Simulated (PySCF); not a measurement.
## Oscillator strengths, rates and cross-sections

C5H8OSi.
InChI=1S/C5H8OSi/c1-3-4-5-7-6-2/h3H,1,7H2,2H3

Computed, not measured: TDDFT wB97X-D/def2-SVPD, vertical, gas phase, core orbitals frozen in the response (PySCF). Geometry: PBE0-D3(BJ)/def2-SVP, one conformer, isolated molecule. Torsions of this conformer, `[CH2:1]=[CH:2][C:3]#[C:4][SiH2:5][O:6][CH3:7]`: C4–Si5–O6–C7 -56°.

A / s⁻¹ = 0.6670 f (ν̃ / cm⁻¹)² and τ = 1/A in vacuum; |μ| follows from f = (2/3) ΔE |μ|² (atomic units, 1 au = 2.5417 D); ∫σ dE = 109.76 f Mb·eV.

Only emission to the ground state at the vertical energy is counted.

Energies and rates of the computed singlets with f of 0.002 or more:

| state | E (eV) | A (s⁻¹) |
| --- | --- | --- |
| S1 | 5.14 | 4.55×10⁷ |
| S2 | 5.31 | 2.59×10⁸ |
| S3 | 5.47 | 3.91×10⁷ |
| S4 | 6.86 | 1.10×10⁸ |
| S5 | 7.04 | 1.53×10⁹ |
| S6 | 7.16 | 7.34×10⁶ |
| S7 | 7.29 | 1.23×10⁸ |
| S8 | 7.63 | 2.68×10⁷ |
| S9 | 7.86 | 2.01×10⁷ |
| S10 | 7.95 | 1.12×10⁷ |

Which f and |μ| stand behind these rates?

f = A / (0.6670 ν̃²), and |μ| follows from f:

| state | f | \|μ\| (D) | τ | main configurations (H = HOMO, L = LUMO) |
| --- | --- | --- | --- | --- |
| S1 | 0.040 | 1.43 | 22 ns | H-1→L (53%), H→L (17%), H-2→L (14%) |
| S2 | 0.212 | 3.24 | 3.9 ns | H→L (57%), H-1→L (20%), H-1→L+1 (9%) |
| S3 | 0.030 | 1.20 | 26 ns | H→L+1 (76%) |
| S4 | 0.054 | 1.44 | 9.1 ns | H-2→L (38%), H-1→L+1 (20%), H-2→L+1 (19%) |
| S5 | 0.710 | 5.16 | 650 ps | H-1→L+1 (40%), H→L (15%), H-2→L (9%) |
| S6 | 0.0033 | 0.35 | 140 ns | H→L+2 (75%), H→L+3 (13%) |
| S7 | 0.053 | 1.39 | 8.2 ns | H-2→L+1 (53%), H-2→L (23%) |
| S8 | 0.011 | 0.61 | 37 ns | H-3→L (51%), H-3→L+1 (29%) |
| S9 | 0.0075 | 0.50 | 50 ns | H→L+3 (22%), H-3→L+1 (19%), H-3→L (16%) |
| S10 | 0.0041 | 0.37 | 90 ns | H-7→L (34%), H-6→L (28%) |

By what factor does the largest A in the list exceed the smallest?

S5 has 210 times the rate of S6.

Suppose S1 emitted 0.3 eV lower with the same transition dipole. How would A change?

At fixed |μ|, A goes as the cube of the energy: (4.84/5.14)³ = 0.83, which makes τ about 26 ns.

What is the integrated cross-section of all computed states together?

Σf = 1.124 over S1 to S10, so 109.76 × Σf ≈ 123 Mb·eV.

The vertical ionisation energy (ΔSCF) is 9.19 eV, 1.24 eV above S10.
